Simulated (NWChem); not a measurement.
System meant: CH4N2SSr

Here is an NWChem input.

```
start job
memory heap 200 mb stack 900 mb global 1100 mb
geometry units angstroms noautoz
  Sr     0.163089     0.320552    -0.344067
  S      0.025697     3.089691    -0.495097
  H     -0.094195     3.284027     0.838671
  C     -0.811179    -2.317173     0.017159
  N     -0.745571    -1.813606    -1.205873
  N     -0.393459    -1.625935     1.067761
  H     -1.226980    -3.335718     0.166057
  H     -1.113464    -2.446619    -1.907077
  H     -0.514993    -2.130730     1.938412
end
basis spherical
  Sr library def2-svp
  S library def2-svp
  H library def2-svp
  C library def2-svp
  N library def2-svp
end
ecp
  Sr library def2-ecp
end
dft
  odft
  mult 2
  xc pbe0
  iterations 150
  mulliken
end
task dft energy
```

End of the output:

```
 Summary of "ao basis" -> "" (spherical)
 ------------------------------------------------------------------------------
       Tag                 Description            Shells   Functions and Types
 ---------------- ------------------------------  ------  ---------------------
 Sr                         def2-svp                 9       23   4s3p2d
 S                          def2-svp                 8       18   4s3p1d
 H                          def2-svp                 3        5   2s1p
 C                          def2-svp                 6       14   3s2p1d
 N                          def2-svp                 6       14   3s2p1d

                                 NWChem DFT Module
                                 -----------------

 Summary of "ao basis" -> "ao basis" (spherical)
 ------------------------------------------------------------------------------
       Tag                 Description            Shells   Functions and Types
 ---------------- ------------------------------  ------  ---------------------
 Sr                         def2-svp                 9       23   4s3p2d
 S                          def2-svp                 8       18   4s3p1d
 H                          def2-svp                 3        5   2s1p
 C                          def2-svp                 6       14   3s2p1d
 N                          def2-svp                 6       14   3s2p1d

  number of electrons :                   50
  multiplicity        :                    2
 ------------------------------------------------------------------------
  no. of electrons and multiplicity not compatible                  50
 ------------------------------------------------------------------------
 ------------------------------------------------------------------------
  current input line :
    31: task dft energy
 ------------------------------------------------------------------------
 ------------------------------------------------------------------------
 There is an error in the input file
 ------------------------------------------------------------------------
 For more information see the NWChem manual at https://nwchemgit.github.io

0: no. of electrons and multiplicity not compatible:Received an Error in Communication
```

**Question.** Find the fault in this run and fix the input.

**Answer.** The program refused the input. Cause: the multiplicity doesn't fit the number of electrons (an even count wants an odd multiplicity, and the reverse). This input runs:
```
start job
memory heap 200 mb stack 900 mb global 1100 mb
geometry units angstroms noautoz
  Sr     0.163089     0.320552    -0.344067
  S      0.025697     3.089691    -0.495097
  H     -0.094195     3.284027     0.838671
  C     -0.811179    -2.317173     0.017159
  N     -0.745571    -1.813606    -1.205873
  N     -0.393459    -1.625935     1.067761
  H     -1.226980    -3.335718     0.166057
  H     -1.113464    -2.446619    -1.907077
  H     -0.514993    -2.130730     1.938412
end
basis spherical
  Sr library def2-svp
  S library def2-svp
  H library def2-svp
  C library def2-svp
  N library def2-svp
end
ecp
  Sr library def2-ecp
end
dft
  xc pbe0
  iterations 150
  mulliken
end
task dft energy
```
It converges to -578.47029 Ha (PBE0/def2-SVP with def2 effective core potentials on Sr).
